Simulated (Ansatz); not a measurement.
`C[SiH2][O][ZnH]` + `CC` → `C[CH2][ZnH]` + `C[SiH2]O`  (formal exchange of groups at a Zn–O bond)

Gas-phase electronic energies from Ansatz, PBE0-D4/def2-TZVP geometries. CCSD(T)/CBS is the MP2 limit (def2-TZVPP, def2-QZVPP) plus CCSD(T) − MP2 in def2-TZVPP, frozen cores. This one scheme is used for every species. DFT in def2-TZVPP. For Zn outer-core shells are correlated without core-valence functions, which leaves a few kJ/mol of doubt a bond. Scalar relativity is left out up to krypton. One conformer a species, not always the lowest.

CCSD(T)/CBS gives +112.2 kJ/mol.

**Question.** Another level gave +109.0 kJ/mol. Which?
A. PBE-D4/def2-TZVPP
B. PBE0/def2-TZVPP
C. LC-ωPBE/def2-TZVPP
D. HF/def2-TZVPP

**Answer.** C. LC-ωPBE 109.0, PBE-D4 98.8, PBE0 103.2, HF/def2-TZVPP 131.3 kJ/mol.

Largest T1 diagnostic among the species: 0.015.

From PBE to PBE0 (25 % exact exchange), in def2-TZVPP and without D4, ΔE moves by +4.5 kJ/mol. Leaving LDA and LC-ωPBE aside and taking each functional with its dispersion term where it has one, the values, not all of them listed here, spread over 20.8 kJ/mol, from revPBE-D4 to BHLYP-D4. In def2-TZVPP, CCSD(T) changes the Hartree–Fock value by −19.2 kJ/mol (the triples alone add −2.6 kJ/mol) and MP2 by −20.0 kJ/mol.
